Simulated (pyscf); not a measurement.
Structures and frequencies: ωB97X-D3(BJ)/def2-SVP in PySCF. Singlets are restricted, triplets unrestricted.

Singlet (Å):
```xyz
15

F      0.8168    -1.7509     1.3563
C      0.9355    -1.2580     0.1439
Si    -0.2347     0.2861    -0.0460
Si    -1.6241    -0.3180    -1.8227
Si    -1.4022     0.8403     1.8974
Si     1.1635     1.9827    -0.8287
H     -2.4359    -1.5179    -1.4679
H     -0.7998    -0.6071    -3.0300
H     -2.5427     0.8224    -2.1106
H     -2.2548    -0.3094     2.3183
H     -2.2738     2.0285     1.6595
H     -0.4381     1.1588     2.9907
H      2.1817     2.3435     0.1998
H      0.3267     3.1827    -1.1242
H      1.8446     1.5351    -2.0762
```

Triplet (Å):
```xyz
15

F      0.9733     1.8185    -1.6518
C      0.0633     1.6177    -0.7287
Si    -0.2136     0.1244     0.3462
Si    -2.0678     0.6039     1.6698
Si    -0.6334    -1.7439    -0.9947
Si     1.6638    -0.2596     1.6854
H     -3.2628     0.8643     0.8167
H     -2.3348    -0.5812     2.5378
H     -1.8000     1.7906     2.5323
H     -0.8378    -2.9404    -0.1242
H     -1.8590    -1.5187    -1.8147
H      0.5273    -1.9937    -1.8985
H      1.8990     0.9061     2.5861
H      1.4338    -1.4813     2.5137
H      2.8667    -0.4733     0.8288
```

**Question.** For these two minima of F–C:–Si(SiH₃)(SiH₃)–SiH₃, which spin state lies lower at ωB97X-D3(BJ)/def2-TZVP, and by how much (electronic energies)?

**Answer.** The triplet, by 1.9 kcal/mol, which is too close to call the ground state. ωB97M-D3(BJ) puts the other state lower. Zero-point energy shifts E(triplet) − E(singlet) by +0.1 kcal/mol. The 7 functionals that were run give -8.8 (r²SCAN) to +0.9 kcal/mol (ωB97M-D3(BJ)). Other isomers of F–C:–Si(SiH₃)(SiH₃)–SiH₃ [triplet] were not searched in full and may lie lower. 

E(triplet) − E(singlet) by level (kcal/mol):

```tsv
level	gap
ωB97X-D3(BJ)/def2-TZVP	-1.9
PBE/def2-TZVP	-2.5
r²SCAN/def2-TZVP	-8.8
B3LYP-D3(BJ)/def2-TZVP	-2.7
PBE0-D3(BJ)/def2-TZVP	-6.4
M06-2X/def2-TZVP	-3.0
ωB97M-D3(BJ)/def2-TZVP	+0.9
HF/def2-TZVP	-21.8
```

The triplet is the lowest one reached from the SCF start used. A restricted singlet here is unstable towards spin polarisation, as is usual where a triplet lies low; its energy is less safe.
